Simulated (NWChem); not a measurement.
# SnNH2F, singlet; SMILES [NH2][Sn][F]

```xyz
5

Sn     0.3847     0.0018     0.0000
F     -0.9265    -1.4920     0.0000
N     -1.1124     1.4000     0.0000
H     -2.0998     1.1208     0.0000
H     -1.0076     2.4188     0.0000
```
Atoms are numbered in this order, from 1.

Results from NWChem. Medium grid unless said otherwise, to which SCAN and Minnesota functionals are sensitive. Low-valent species are run as closed-shell singlets; no triplet was tried in these runs. All runs use the structure optimised with PBE-D3(BJ)/def2-SVP. def2 effective core potentials on Sn; no spin-orbit coupling. B3LYP is NWChem's, with the RPA form of VWN correlation. Total energies of different functionals are on different scales.

```json
[
 {"level": "B3LYP/def2-SVP", "energy (Ha)": "-370.0973", "highest occupied level (eV)": "-6.96", "orbital gap (eV)": "4.99", "dipole (D)": "2.93"},
 {"level": "PBE/def2-SVP", "energy (Ha)": "-369.8635", "highest occupied level (eV)": "-5.88", "orbital gap (eV)": "3.49", "dipole (D)": "2.75"},
 {"level": "B3PW91/def2-SVP", "energy (Ha)": "-370.0769", "highest occupied level (eV)": "-7.01", "orbital gap (eV)": "5.08", "dipole (D)": "2.94"},
 {"level": "BLYP/def2-SVP", "energy (Ha)": "-369.9519", "highest occupied level (eV)": "-5.71", "orbital gap (eV)": "3.42", "dipole (D)": "2.75"},
 {"level": "TPSSh/def2-SVP", "energy (Ha)": "-369.9434", "highest occupied level (eV)": "-6.49", "orbital gap (eV)": "4.39", "dipole (D)": "2.85"},
 {"level": "LC-wPBE (HJS exchange hole, range parameter 0.4 per bohr)/def2-SVP", "energy (Ha)": "-369.9516", "highest occupied level (eV)": "?", "orbital gap (eV)": "?", "dipole (D)": "?"},
 {"level": "M06-2X/def2-SVP", "energy (Ha)": "-369.8925", "highest occupied level (eV)": "-8.54", "orbital gap (eV)": "7.61", "dipole (D)": "3.02"},
 {"level": "LC-BLYP (range parameter 0.33 per bohr)/def2-SVP", "energy (Ha)": "-369.5165", "highest occupied level (eV)": "-9.51", "orbital gap (eV)": "9.61", "dipole (D)": "2.85"},
 {"level": "RPBE/def2-SVP", "energy (Ha)": "-370.0745", "highest occupied level (eV)": "-5.82", "orbital gap (eV)": "3.50", "dipole (D)": "2.72"}
]
```

**Question.** Complete the blanks.

**Answer.** 
- LC-wPBE (HJS exchange hole, range parameter 0.4 per bohr)/def2-SVP, highest occupied level (eV): -10.03
- LC-wPBE (HJS exchange hole, range parameter 0.4 per bohr)/def2-SVP, orbital gap (eV): 10.29
- LC-wPBE (HJS exchange hole, range parameter 0.4 per bohr)/def2-SVP, dipole (D): 2.89
